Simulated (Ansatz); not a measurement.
Mulliken charges of CH6Ge (`[CH3][GeH3]`) from B3LYP/def2-TZVPP in Ansatz (PBE0-D4/def2-TZVP geometry).

```csv
atom,x (Å),y (Å),z (Å),charge (e)
C1,-0.311,0.190,-0.971,-0.384
Ge2,0.297,-0.182,0.847,0.133
H3,-1.380,0.404,-0.977,0.109
H4,0.219,1.052,-1.378,0.109
H5,-0.125,-0.669,-1.616,0.109
H6,0.031,1.028,1.760,-0.025
H7,1.807,-0.480,0.858,-0.025
H8,-0.446,-1.401,1.422,-0.025
```

Problem. By hand: the dipole of these point charges (1 e Å = 4.8032 D).

Solution. Σ q r = (-0.016, 0.010, -0.048) e Å, of length 0.052 e Å = 0.25 D.

Problem. How does the dipole of the full density compare? (Estimate.)

Solution. Ansatz gave: (-0.047, 0.029, -0.140) e Å, 0.72 D; the point charges give 0.35 times that, at 0° from its direction.

Point charges leave out the atoms' own dipoles, such as those of lone pairs, and Mulliken's split depends on the basis, so the two needn't agree.

B3LYP here is the variant with VWN-RPA as its local correlation; programs differ in this.
